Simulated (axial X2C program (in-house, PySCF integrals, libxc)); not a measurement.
# Ω levels of TcS from open-shell CI on d5 s0 p(π)0

Computed with an in-house all-electron X2C program for linear molecules (integrals from PySCF): two-component X2C with atomic mean-field Coulomb and Gaunt terms, basis Tc dyall-v3z, S dyall-av3z (cores contracted in-house). Orbitals come from Hartree–Fock averaged over the configuration Tc d5 s0 p(π)0; CI then distributes these electrons over the d, s, p(π) shells of Tc. The speed of light was multiplied by 2, so these are model numbers.

R = 2.159 Å (near the minimum of the configuration average).

Active spinors (ω > 0):

```tsv
shell	ω	ε (eV)	character
d	3/2	-5.16	99% Tc d
d	5/2	-5.11	99% Tc d
d	1/2	-4.23	70% Tc d, 16% S p, 6% Tc p
d	3/2	-4.19	73% Tc d, 16% S p, 7% Tc p
d	1/2	-4.17	59% Tc d, 20% Tc s, 15% S p
s	1/2	2.21	51% Tc s, 29% Tc p, 15% S p
p(π)	1/2	0.90	92% Tc p, 3% Tc d
p(π)	3/2	0.90	92% Tc p, 3% Tc d
```

Lowest levels of this model:

```tsv
Ω	energy (cm⁻¹)	g∥	μ (D)	configuration
1/2	0	2.00	-7.64	100% d5
3/2	1	6.01	-7.64	100% d5
5/2	2	10.01	-7.64	100% d5
5/2	16035	7.99	-6.80	100% d5
3/2	16110	3.98	-6.82	100% d5
1/2	16186	0.01	-6.84	100% d5
1/2	16263	4.00	-6.86	100% d5
7/2	16564	9.98	-6.80	100% d5
1/2	16614	2.00	-7.66	100% d5
3/2	16614	6.00	-7.67	100% d5
5/2	16639	5.98	-6.80	100% d5
3/2	16720	2.00	-6.81	100% d5
9/2	17233	12.00	-6.55	100% d5
7/2	17272	8.04	-6.56	100% d5
5/2	17312	4.05	-6.57	100% d5
7/2	18407	9.99	-7.57	100% d5
7/2	20689	6.00	-7.63	100% d5
11/2	20690	14.01	-7.63	100% d5
9/2	20691	10.00	-7.63	100% d5
9/2	25694	9.99	-6.72	100% d5
```

g∥ is the magnitude of 2⟨Lz + ge Sz⟩ for the +Ω component. μ is positive if the S end is positive.

Q: From Ω and g∥ of the lowest level, whose 2⟨Lz + ge Sz⟩ is positive, find ⟨Sz⟩ and ⟨Lz⟩ (ge = 2.0023).

A: Ω = ⟨Lz⟩ + ⟨Sz⟩ = 1/2 and ⟨Lz⟩ + ge⟨Sz⟩ = 1.000, so ⟨Sz⟩ = 0.50 and ⟨Lz⟩ = 0.00.

Occupations of the active spinors in the lowest level by ω, shell by shell in order of energy: -5/2: 0.39; -3/2: 0.61 0.39 0.00; -1/2: 0.57 0.43 0.00 0.00; 1/2: 0.44 0.56 0.00 0.00; 3/2: 0.41 0.59 0.00; 5/2: 0.59. The leading determinant has weight 0.10 among 649.

This point took 1.1 s on 1 thread of Arm Neoverse V2, on a shared host.

Dynamic correlation is missing, so gaps between terms are too wide and other configurations may lie lower; the lowest level listed is that of this model, not necessarily the ground state. For d shells the ligand-field splittings (σ, π, δ) and their order can be off by a thousand cm⁻¹ or more. At most 4 roots were kept for each Ω > 0 (twice that for Ω = 0) within 3.2 eV of the lowest, so higher up levels can be missing between those listed; levels with Ω > 0 are doubly degenerate and listed once, Ω = 0 levels singly. The open spinors mix strongly with ligand orbitals, which this small active space describes poorly. Some active spinors are only partly of the character that their shell is named for, so the shell names and counts are nominal. States that fill the shells left empty in the average are placed too high.
